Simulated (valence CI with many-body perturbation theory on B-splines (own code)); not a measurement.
## Which ion has this spectrum?

A relativistic CI+MBPT calculation for an atom or ion with 15 electrons gives these levels (cm⁻¹):

| J | Parity | E | g |
| --- | --- | --- | --- |
| 3/2 | odd | 0 | 1.42 |
| 3/2 | odd | 428106 | 1.42 |
| 5/2 | odd | 489022 | 1.19 |
| 1/2 | odd | 564069 | 0.66 |
| 3/2 | odd | 999514 | 1.28 |
| 3/2 | even | 1129014 | 0.81 |
| 5/2 | even | 1176629 | 1.47 |
| 5/2 | even | 1335537 | 1.22 |
| 1/2 | even | 1363790 | 2.25 |
| 3/2 | even | 1377156 | 1.16 |
| 5/2 | even | 1559656 | 0.97 |
| 3/2 | even | 1561959 | 0.95 |
| 1/2 | even | 1568807 | 0.25 |
| 7/2 | even | 1616185 | 1.09 |

The energies are calculated, and their last digits are not significant.

Question: Which is it?
A. I38+
B. In34+
C. Sn35+
D. Sb36+

Answer: D. Sb36+, ground level (3s^2 3p1/2^2 3p3/2) J=3/2.
